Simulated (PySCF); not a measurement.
Computed Raman spectrum (relative Raman activity) of a molecule C₅H₇N. The structure is a stationary point at B3LYP-D3(BJ)/def2-SVP. One conformer was computed; it need not be the lowest. Computed with B3LYP-D3(BJ)/def2-SVP run with PySCF 2.14.0. Harmonic, unscaled wavenumbers; measured fundamentals usually lie a few per cent lower.

```tsv
ν (cm⁻¹)	relative intensity
1015	2.3
1278	6.3
1354	2.7
1397	3.4
1459	5.7
1464	6.7
1725	55
2218	100
2952	25
2981	24
3036	39
3044	35
3121	21
3130	19
3469	7.2
```

Question: Identify the compound among the candidates.
(A) C/C=C(/C)C#N
(B) C#C/C=N/CC
(C) NC1C=CC=C1
(D) C=CCCC#N

Answer: B, C#C/C=N/CC
